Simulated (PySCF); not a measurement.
2-chloro-3,3-difluoroprop-1-ene (C₃H₃ClF₂), SMILES FC(C(=C)Cl)F.

Geometry: PBE-D3(BJ)/def2-SVP. The values are those of a single conformer.

These are PySCF with PBE-D3(BJ)/def2-SVP values and carry that method's errors.

Frequencies are harmonic and unscaled.

```tsv
mode	ν (cm⁻¹)	IR (km/mol)	moving atoms (share of kinetic energy)
1	66	1.3	F 56 %, C 22 %, Cl 14 %
2	201	0.4	F 52 %, Cl 29 %, C 16 %
3	290	5.7	C 54 %, F 24 %, H 17 %
4	339	0.1	C 36 %, F 35 %, H 16 %, Cl 13 %
5	426	3.3	Cl 33 %, F 29 %, C 24 %, H 15 %
6	520	2.7	F 61 %, C 34 %
7	611	11.0	C 51 %, F 33 %, H 9 %
8	691	6.0	H 84 %, C 11 %
9	761	28.1	C 46 %, H 36 %, Cl 9 %, F 9 %
10	875	36.1	H 73 %, C 27 %
11	920	28.9	C 62 %, H 36 %
12	1076	117.2	C 59 %, F 23 %, H 17 %
13	1095	178.6	C 60 %, F 31 %, H 9 %
14	1148	19.0	C 52 %, H 36 %, F 12 %
15	1323	1.9	H 84 %, C 15 %
16	1333	21.6	H 83 %, C 15 %
17	1355	65.1	H 62 %, C 37 %
18	1664	33.2	C 93 %
19	2971	36.3	H 92 %
20	3104	1.7	H 95 %
21	3214	0.7	H 89 %, C 11 %
```
